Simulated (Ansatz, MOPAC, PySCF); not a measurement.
Lewis adduct: C3H9Al (SMILES [CH3][Al]([CH3])[CH3]) (first 13 atoms) with H2O (SMILES O); geometry from B3LYP-D3(BJ)/def2-TZVP, rigid monomers moved along the line of their centres of mass till Al2···O14 is 2.38 Å.
(charge 0, multiplicity 1):
```xyz
16

C      0.00466     0.65506    -1.10180
Al     0.15315    -0.07140     0.73565
C      1.93290    -0.09291     1.57866
C     -1.15786    -1.44619     1.29854
H      0.46204    -0.02607    -1.82727
H      0.52357     1.61295    -1.22390
H     -1.03133     0.79668    -1.42949
H      1.88039    -0.25454     2.65983
H      2.48306     0.83887     1.41460
H      2.55348    -0.89854     1.17156
H     -1.22615    -1.54825     2.38786
H     -0.86995    -2.43432     0.92420
H     -2.16942    -1.26099     0.92023
O     -0.90605     1.76176     1.82630
H     -1.70175     1.48171     2.29730
H     -1.16534     2.44609     1.19550
```

Interaction energies are E(AB) − E(A) − E(B) at the monomers' geometry in the complex; basis-set methods are counterpoise corrected.

Correlated levels freeze the cores. The state that PM3 reach isn't checked.

Programs: Ansatz (a first-principles code) with Gaussian orbitals; MOPAC for PM3 (differences of heats of formation); PySCF for the dispersion terms. Each number belongs to the level named beside it.

Problem. Predict the interaction energy from PBE0-D4/def2-TZVPPD.

Solution. -70 kJ/mol

Problem. What interaction energy does MP2/aug-cc-pV(D+d)Z give?

Solution. -65 kJ/mol

Problem. What is the computed interaction energy (PM3)?

Solution. -105 kJ/mol
